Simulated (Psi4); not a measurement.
zinc atom (Zn), singlet; PBE0/3-21G (Psi4 1.11).

Psi4 was given this input:
```
memory 2 GB

molecule {
0 1
Zn    0.00000000    0.00000000    0.00000000
}

set {
  basis 3-21g
  basis_guess sto-3g
}

energy('pbe0')
print_variables()
```

Write the output that Psi4 gives for this input, abridged.


```
  //>>>>>>>>>>>>>>>>>>>>>>>>>>>>>>>>>>>//
  //      Guess SCF, STO-3G Basis      //
  //<<<<<<<<<<<<<<<<<<<<<<<<<<<<<<<<<<<//

   => Loading Basis Set <=

    Name: STO-3G
    Role: ORBITAL
    Keyword: BASIS

         ---------------------------------------------------------
                           SCF Castup computation
         ---------------------------------------------------------
                                   SCF
               by Justin Turney, Rob Parrish, Andy Simmonett
                          and Daniel G. A. Smith
                              RKS Reference
         ---------------------------------------------------------

  ==> Geometry <==

    Molecular point group: d2h
    Geometry (in Angstrom), charge = 0, multiplicity = 1:

       Center              X                  Y                   Z               Mass
    ------------   -----------------  -----------------  -----------------  -----------------
         ZN           0.000000000000     0.000000000000     0.000000000000    63.929142010000

  Running in d2h symmetry.

  Rotational constants: A = ************  B = ************  C = ************ [cm^-1]
  Rotational constants: A = ************  B = ************  C = ************ [MHz]
  Nuclear repulsion =    0.000000000000000

  Charge       = 0
  Multiplicity = 1
  Electrons    = 30
  Nalpha       = 15
  Nbeta        = 15

  ==> Algorithm <==

  SCF Algorithm Type is DF.
  DIIS enabled.
  MOM disabled.
  Fractional occupation disabled.
  Guess Type is CORE.
  Energy threshold   = 1.00e-06
  Density threshold  = 1.00e-06
  Integral threshold = 1.00e-12

  ==> Primary Basis <==

  Basis Set: STO-3G
    Blend: STO-3G
    Number of shells: 8
    Number of basis functions: 18
    Number of Cartesian functions: 19
    Spherical Harmonics?: true
    Max angular momentum: 2

  ==> DFT Potential <==

   => LibXC <=

    Version 7.1.2
    S. Lehtola, C. Steigemann, M. J. T. Oliveira, and M. A. L. Marques,  SoftwareX 7, 1–5 (2018) (10.1016/j.softx.2017.11.002)

   => Composite Functional: PBE0 <=

    PBE0 Hyb-GGA Exchange-Correlation Functional

    C. Adamo and V. Barone,  J. Chem. Phys. 110, 6158 (1999) (10.1063/1.478522)
    M. Ernzerhof and G. E. Scuseria,  J. Chem. Phys. 110, 5029 (1999) (10.1063/1.478401)

    Deriv               =              1
    GGA                 =           TRUE
    Meta                =          FALSE

    Exchange Hybrid     =           TRUE
    MP2 Hybrid          =          FALSE

   => Exchange Functionals <=

    0.7500   Perdew, Burke & Ernzerhof

   => Exact (HF) Exchange <=

    0.2500               HF

   => Correlation Functionals <=

    1.0000   Perdew, Burke & Ernzerhof

   => LibXC Density Thresholds  <==

    XC_HYB_GGA_XC_PBEH:  1.00E-15

   => Molecular Quadrature <=

    Radial Scheme          =       TREUTLER
    Pruning Scheme         =           NONE
    Nuclear Scheme         =       TREUTLER

    Blocking Scheme        =         OCTREE
    BS radius alpha        =              1
    Pruning alpha          =              1
    Radial Points          =             75
    Spherical Points       =            302
    Total Points           =          18718
    Total Blocks           =            200
    Max Points             =            246
    Max Functions          =             18
    Weights Tolerance      =       1.00E-15

   => Loading Basis Set <=

    Name: (STO-3G AUX)
    Role: JKFIT
    Keyword: DF_BASIS_SCF

  ==> Integral Setup <==

  SCF_SUBTYPE=INCORE selected. In-core MEM_DF algorithm will be used.
  Using in-core AOs.

  ==> MemDFJK: Density-Fitted J/K Matrices <==

    J tasked:                   Yes
    K tasked:                   Yes
    wK tasked:                   No
    Algorithm:                 Core
    Schwarz Cutoff:           1E-12
    Mask sparsity (%):       0.0000
    Fitting Condition:        1E-10

   => Auxiliary Basis Set <=

  Basis Set: (STO-3G AUX)
    Blend: DEF2-UNIVERSAL-JKFIT
    Number of shells: 58
    Number of basis functions: 264
    Number of Cartesian functions: 377
    Spherical Harmonics?: true
    Max angular momentum: 6

  Minimum eigenvalue in the overlap matrix is 4.8218976270E-01.
  Reciprocal condition number of the overlap matrix is 3.1157086655E-01.
    Using symmetric orthogonalization.

  ==> Pre-Iterations <==

  SCF Guess: Core (One-Electron) Hamiltonian.

   -------------------------------------------------------
    Irrep   Nso     Nmo     Nalpha   Nbeta   Ndocc  Nsocc
   -------------------------------------------------------
     Ag         6       6       6       6       6       0
     B1g        1       1       1       1       1       0
     B2g        1       1       1       1       1       0
     B3g        1       1       1       1       1       0
     Au         0       0       0       0       0       0
     B1u        3       3       2       2       2       0
     B2u        3       3       2       2       2       0
     B3u        3       3       2       2       2       0
   -------------------------------------------------------
    Total      18      18      15      15      15       0
   -------------------------------------------------------

  ==> Iterations <==

                           Total Energy        Delta E     RMS |[F,P]|

    Occupation by irrep:
             Ag   B1g   B2g   B3g    Au   B1u   B2u   B3u
    DOCC [     5,    1,    0,    0,    0,    3,    3,    3 ]
    NA   [     5,    1,    0,    0,    0,    3,    3,    3 ]
    NB   [     5,    1,    0,    0,    0,    3,    3,    3 ]

   @DF-RKS iter   1: -1756.85102086608231   -1.75685e+03   1.59748e-01 ADIIS
    Occupation by irrep:
             Ag   B1g   B2g   B3g    Au   B1u   B2u   B3u
    DOCC [     6,    1,    1,    1,    0,    2,    2,    2 ]
    NA   [     6,    1,    1,    1,    0,    2,    2,    2 ]
    NB   [     6,    1,    1,    1,    0,    2,    2,    2 ]

   @DF-RKS iter   2: -1752.12292101371304    4.72810e+00   2.61743e-04 ADIIS/DIIS
[...]
    DOCC [     5,    1,    0,    0,    0,    3,    3,    3 ]
    NA   [     5,    1,    0,    0,    0,    3,    3,    3 ]
    NB   [     5,    1,    0,    0,    0,    3,    3,    3 ]

   @DF-RKS iter  77: -1752.04888169717924    6.20745e-04   2.29361e-02 ADIIS/DIIS
    Occupation by irrep:
             Ag   B1g   B2g   B3g    Au   B1u   B2u   B3u
    DOCC [     6,    0,    0,    0,    0,    3,    3,    3 ]
    NA   [     6,    0,    0,    0,    0,    3,    3,    3 ]
    NB   [     6,    0,    0,    0,    0,    3,    3,    3 ]

   @DF-RKS iter  78: -1752.11758003713067   -6.86983e-02   6.37505e-03 ADIIS/DIIS
    Occupation by irrep:
             Ag   B1g   B2g   B3g    Au   B1u   B2u   B3u
    DOCC [     6,    1,    1,    1,    0,    2,    2,    2 ]
    NA   [     6,    1,    1,    1,    0,    2,    2,    2 ]
    NB   [     6,    1,    1,    1,    0,    2,    2,    2 ]

   @DF-RKS iter  79: -1752.12293380749088   -5.35377e-03   4.21092e-14 DIIS
   @DF-RKS iter  80: -1757.20927946280176   -5.08635e+00   1.04900e-01 ADIIS
   @DF-RKS iter  81: -1757.44878895206739   -2.39509e-01   5.43852e-02 ADIIS/DIIS
   @DF-RKS iter  82: -1757.32259354198845    1.26195e-01   8.55882e-02 ADIIS/DIIS
   @DF-RKS iter  83: -1757.40735806511589   -8.47645e-02   6.65715e-02 ADIIS/DIIS
   @DF-RKS iter  84: -1757.35394849249269    5.34096e-02   7.91930e-02 ADIIS/DIIS
   @DF-RKS iter  85: -1757.38877746826415   -3.48290e-02   7.12655e-02 ADIIS/DIIS
   @DF-RKS iter  86: -1757.37874134800973    1.00361e-02   7.36564e-02 ADIIS/DIIS
   @DF-RKS iter  87: -1757.38547029611527   -6.72895e-03   7.20650e-02 ADIIS/DIIS
   @DF-RKS iter  88: -1757.38072244076534    4.74786e-03   7.31921e-02 ADIIS/DIIS
    Occupation by irrep:
             Ag   B1g   B2g   B3g    Au   B1u   B2u   B3u
    DOCC [     5,    1,    0,    0,    0,    3,    3,    3 ]
    NA   [     5,    1,    0,    0,    0,    3,    3,    3 ]
    NB   [     5,    1,    0,    0,    0,    3,    3,    3 ]

   @DF-RKS iter  89: -1757.38416581866136   -3.44338e-03   7.23767e-02 ADIIS/DIIS
   @DF-RKS iter  90: -1751.81951777191489    5.56465e+00   3.96251e-02 ADIIS/DIIS
   @DF-RKS iter  91: -1752.10183464939564   -2.82317e-01   1.19513e-02 ADIIS/DIIS
    Occupation by irrep:
             Ag   B1g   B2g   B3g    Au   B1u   B2u   B3u
    DOCC [     6,    1,    1,    1,    0,    2,    2,    2 ]
    NA   [     6,    1,    1,    1,    0,    2,    2,    2 ]
    NB   [     6,    1,    1,    1,    0,    2,    2,    2 ]

   @DF-RKS iter  92: -1752.11848661954150   -1.66520e-02   5.42456e-03 ADIIS/DIIS
   @DF-RKS iter  93: -1757.37645570673590   -5.25797e+00   7.42038e-02 ADIIS/DIIS
   @DF-RKS iter  94: -1757.44317902701800   -6.67233e-02   5.62201e-02 ADIIS/DIIS
    Occupation by irrep:
             Ag   B1g   B2g   B3g    Au   B1u   B2u   B3u
    DOCC [     5,    1,    0,    0,    0,    3,    3,    3 ]
    NA   [     5,    1,    0,    0,    0,    3,    3,    3 ]
    NB   [     5,    1,    0,    0,    0,    3,    3,    3 ]

   @DF-RKS iter  95: -1757.40617370437826    3.70053e-02   6.68905e-02 ADIIS/DIIS
   @DF-RKS iter  96: -1752.12202719430297    5.28415e+00   2.01487e-03 ADIIS/DIIS
    Occupation by irrep:
             Ag   B1g   B2g   B3g    Au   B1u   B2u   B3u
    DOCC [     6,    1,    1,    1,    0,    2,    2,    2 ]
    NA   [     6,    1,    1,    1,    0,    2,    2,    2 ]
    NB   [     6,    1,    1,    1,    0,    2,    2,    2 ]

   @DF-RKS iter  97: -1752.12292460111939   -8.97407e-04   1.78578e-04 ADIIS/DIIS
    Occupation by irrep:
             Ag   B1g   B2g   B3g    Au   B1u   B2u   B3u
    DOCC [     5,    1,    0,    0,    0,    3,    3,    3 ]
    NA   [     5,    1,    0,    0,    0,    3,    3,    3 ]
    NB   [     5,    1,    0,    0,    0,    3,    3,    3 ]

   @DF-RKS iter  98: -1757.20978081854491   -5.08686e+00   1.04824e-01 ADIIS
    Occupation by irrep:
             Ag   B1g   B2g   B3g    Au   B1u   B2u   B3u
    DOCC [     6,    1,    1,    1,    0,    2,    2,    2 ]
    NA   [     6,    1,    1,    1,    0,    2,    2,    2 ]
    NB   [     6,    1,    1,    1,    0,    2,    2,    2 ]

   @DF-RKS iter  99: -1752.12282665690282    5.08695e+00   6.60374e-04 ADIIS/DIIS
    Occupation by irrep:
             Ag   B1g   B2g   B3g    Au   B1u   B2u   B3u
    DOCC [     6,    1,    0,    1,    0,    2,    3,    2 ]
    NA   [     6,    1,    0,    1,    0,    2,    3,    2 ]
    NB   [     6,    1,    0,    1,    0,    2,    3,    2 ]

   @DF-RKS iter 100: -1757.21033991742161   -5.08751e+00   1.04740e-01 ADIIS

PsiException: Could not converge SCF iterations in 100 iterations.

  Failed to converge.

Traceback (most recent call last):
  File "psi4", line 375, in <module>
  File "<string>", line 22, in <module>
  File "site-packages/psi4/driver/driver.py", line 533, in energy
  File "site-packages/psi4/driver/procrouting/proc.py", line 2760, in run_scf
  File "site-packages/psi4/driver/procrouting/proc.py", line 1917, in scf_helper
  File "site-packages/psi4/driver/procrouting/scf_proc/scf_iterator.py", line 93, in scf_compute_energy
  File "site-packages/psi4/driver/procrouting/scf_proc/scf_iterator.py", line 86, in scf_compute_energy
  File "site-packages/psi4/driver/procrouting/scf_proc/scf_iterator.py", line 609, in scf_iterate

psi4.driver.p4util.exceptions.SCFConvergenceError: Could not converge SCF iterations in 100 iterations.

Printing out the relevant lines from the Psithon --> Python processed input file:
    Zn    0.00000000    0.00000000    0.00000000
    """)
    core.IO.set_default_namespace("")
    core.set_global_option("BASIS", "3-21g")
    core.set_global_option("BASIS_GUESS", "sto-3g")
--> energy('pbe0')
    print_variables()

!-------------------------------------------------------!
!                                                       !
!  Could not converge SCF iterations in 100 iterations. !
!                                                       !
!-------------------------------------------------------!
```

Convergence was not reached.
